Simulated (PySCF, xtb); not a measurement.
Si(Cl)2(H)(SeH) (Cl2H2SeSi), SMILES Cl[SiH](Cl)[SeH]. The values are those of a single conformer.

Harmonic wavenumbers (cm⁻¹) from xtb with GFN2-xTB at its own minimum, in rising order: 98, 118, 142, 176, 346, 483, 524, 601, 622, 637, 2073, 2289.

Question: What does PySCF with B3LYP-D3(BJ)/def2-SVP give at its own minimum? (An estimate is asked for; the answer gives what the named calculation found.)

Answer: 116, 130, 176, 213, 394, 537, 576, 667, 779, 820, 2273, 2399. Paired by order, the mean absolute difference is 81 cm⁻¹ and the zero-point energies are 11.6 and 13.0 kcal/mol.
